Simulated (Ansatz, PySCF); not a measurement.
Dimer: HF (SMILES F) (first 2 atoms) with CH2O2 (SMILES O=CO); geometry from B3LYP-D3(BJ)/def2-TZVP, rigid monomers moved along the line of their centres of mass till H2···O3 is 1.88 Å.
(charge 0, multiplicity 1):
```xyz
7

F      0.390     0.001     0.462
H     -0.155    -0.473     1.095
O     -0.723    -0.778     2.861
C     -0.142    -0.028     3.619
O      0.758     0.873     3.271
H     -0.313    -0.026     4.699
H      0.886     0.843     2.296
```

Monomers are frozen at their geometry in the pair; levels with a basis set take the counterpoise correction.

Frozen-core correlation. CBS: X⁻³ extrapolation of the correlation energy, Hartree–Fock from the larger set.

The values were computed with Ansatz (a first-principles code); PySCF for the dispersion terms. 

PBE/def2-TZVPPD gives -496.4 meV for the interaction energy.

Task: Where do these levels fall relative to PBE: PBE-D3(BJ)/def2-TZVPPD, r2SCAN/def2-TZVPPD, B3LYP/def2-TZVPPD, wB97M-V/def2-TZVPPD, MP2/CBS(aug-cc-pVDZ, aug-cc-pVTZ), MP2/CBS(aug-cc-pVDZ, aug-cc-pVTZ) + ΔCCSD(T)/aug-cc-pVDZ.

Result: PBE-D3(BJ)/def2-TZVPPD -29.5; r2SCAN/def2-TZVPPD -41.3; B3LYP/def2-TZVPPD 28.7; wB97M-V/def2-TZVPPD -12.5; MP2/CBS(aug-cc-pVDZ, aug-cc-pVTZ) 22.9; MP2/CBS(aug-cc-pVDZ, aug-cc-pVTZ) + ΔCCSD(T)/aug-cc-pVDZ 16.9 meV. 3 of 6 lie above PBE; the widest gap is to r2SCAN/def2-TZVPPD.
